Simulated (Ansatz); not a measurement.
Born–Oppenheimer molecular dynamics of ClGaH3N (6 atoms, charge 0, multiplicity 1). It starts from a relaxed structure.

Theory: RKS B3LYP-D4/def2-SVP (Ansatz 0.2.0).

```json
{
  "ensemble": "NVT, Langevin thermostat",
  "time step": "0.5 fs",
  "steps asked": "150",
  "set temperature": "1000 K",
  "friction": "0.02 /fs",
  "seed": "620097"
}
```

First frame:

```xyz
6
Properties=species:S:1:pos:R:3
Ga -0.059 -0.048 0.030
H 0.043 -0.366 1.544
Cl 1.721 0.402 -1.125
N -1.584 -0.006 -0.936
H -2.507 -0.190 -0.560
H -1.606 0.208 -1.928
```

Q: How far do the bonds stretch over the last three quarters of this one trajectory? (Pairs bonded in most of those frames.)

A: 
| bond | mean (Å) | spread (Å) | shortest | longest |
| --- | --- | --- | --- | --- |
| Ga1–H2 | 1.567 | 0.029 | 1.51 | 1.63 |
| Ga1–Cl3 | 2.235 | 0.065 | 2.13 | 2.33 |
| Ga1–N4 | 1.823 | 0.026 | 1.79 | 1.87 |
| N4–H5 | 1.020 | 0.026 | 0.97 | 1.07 |
| N4–H6 | 1.023 | 0.038 | 0.95 | 1.11 |

Mean temperature of the second half: 549 K. The mean temperature of the second half is 45 % below the set value. A run of 0.075 ps of so small a system gives no equilibrium averages.

Time of the run: 6.6 min on 1 thread of Arm Neoverse V2, with other jobs on the host, peak memory 0.15 GiB.
